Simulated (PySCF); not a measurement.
NMR problem set

- geometry: GFN2-xTB
- shielding tensors at PBE0/pcSseg-1 (GIAO)
- B3LYP/pcJ-1 coupling constants
- code: PySCF 2.14
- one conformer, equivalent nuclei averaged, no solvent model, non-relativistic

Scale: TMS for ¹H (σref 31.72) and ¹³C (σref 186.93) (reference shieldings calculated alike). Multiplet labels drop J under 1 Hz and among equivalent protons, and merge close values. Unscaled 3J(H,H) run several per cent high. Where no couplings were computed, multiplicities follow the n + 1 count of equivalent neighbours, and m marks all less simple cases (inequivalent or close neighbours, rings, F or P nearby). Shifts are as computed. Against solution values, carbons near 30 ppm lie about +3 ppm off and those near 130 ppm about +5 ppm. Of 1211 compounds with measured shifts, 218 miss one by over three times the rms of a fit or turn the order of signals round; such compounds aren't used in these exercises. OH and NH positions are gas-phase values without hydrogen bonding to other molecules.

(1) C₆H₆N₂. ¹H NMR (500 MHz, computed): δ 7.45 (t, 1H), 2.74 (m, 2H), 1.24 (t, 3H). ¹³C{¹H} NMR (computed): δ 181.5 (CH), 118.5 (C), 116.8 (C), 93.1 (C), 32.3 (CH2), 14.9 (CH3). What is it?

(2) CHNO. ¹H NMR (400 MHz, computed): δ 2.28 (br s, 1H). ¹³C{¹H} NMR (computed): δ 127.8 (C). What is it?

## Answers

(1) `CCC=C(C#N)C#N`. Rings plus π bonds: 5 (no ring in the answer). 6 carbon signals for 6 carbons: no two carbons are equivalent. Carbon types of the structure: 3 × C, 1 × CH, 1 × CH2, 1 × CH3, which accounts for all hydrogens. δC 181.5: alkene CH. δC 118.5, 116.8: nitrile carbon; C≡N carbons fall here, among the sp2 signals but without a proton. δC 93.1: fully substituted alkene carbon. δC 14.9: methyl carbon; aliphatic region, no heteroatom directly attached.

The shifts were computed for this structure.

(2) `N=C=O`. Rings plus π bonds: 2 (no ring in the answer). Carbon types of the structure: 1 × C, leaving 1 H on heteroatoms. δC 127.8: central carbon of a heterocumulene. δH 2.28: hydrogen on a heterocumulene nitrogen; labile proton, position sensitive to the medium.
